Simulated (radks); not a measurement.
The numbers below are computed, except where a source is named.
Q: Mg III, 10 electrons, occupied as [Ne]. Level of theory: scalar-relativistic Kohn-Sham, PBE, spin-polarised, spherical densities, finite nucleus; Fermi nuclear charge, rms radius 3.057 fm (a radial shooting solver on a logarithmic mesh with Libxc functionals). Some entries of the table are withheld. Estimate them.

| orbital | occ. | eigenvalue (hartree) | <1/r> (bohr^-1) |
|---|---|---|---|
| 1s | 2 | -47.04683 | (1) |
| 2s | 2 | (2) | 2.105 |
| 2p | 6 | (3) | (4) |

A: 
(1) 1s <1/r> (bohr^-1): 11.63
(2) 2s eigenvalue (hartree): -3.67377
(3) 2p eigenvalue (hartree): -2.45138
(4) 2p <1/r> (bohr^-1): 1.965
